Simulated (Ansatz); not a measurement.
Consider the ligand exchange at the Si–Cl bond: `N[Si](N)(Cl)Cl` + NH₃ → `N[Si](N)(N)Cl` + HCl.

Calculated with Ansatz (gas phase, PBE0-D4/def2-TZVP geometries, no zero-point term in ΔE). CCSD(T)/CBS adds triple-zeta CCSD(T) − MP2 to the extrapolated MP2 energy (def2 sets, frozen cores). This one scheme is used for every species. DFT in def2-TZVPP. HSE06 is defined as in plane-wave codes. Each species was taken in one conformer, which may not be the lowest.

```tsv
level	ΔE (kJ/mol)	difference from CCSD(T)/CBS
revPBE-D4	47.8	2.9
PBE0-D4	47.0	2.1
r2SCAN0-D4	46.1	1.2
HSE06-D4	47.3	2.4
BHLYP-D4	43.2	-1.7
ωB97M-V	44.4	-0.5
PBE-QIDH	46.3	1.4
PBE	47.8	2.9
BLYP	43.7	-1.2
r2SCAN	47.5	2.6
HSE06	47.0	2.1
CAM-B3LYP	39.1	-5.8
MP2/def2-SVP	47.4	2.5
CCSD(T)/def2-SVP	45.5	0.6
MP2/def2-TZVPP	46.2	1.3
SCS-MP2/def2-QZVPP	45.7	0.8
CCSD(T)/CBS	44.9	0
```

Largest T1 diagnostic among the species: 0.009.

Leaving LDA and LC-ωPBE aside and taking each functional with its dispersion term where it has one, the values, not all of them listed here, spread over 10.0 kJ/mol, from CAM-B3LYP-D4 to B97M-V. LDA lies −8.2 kJ/mol from PBE without D4.
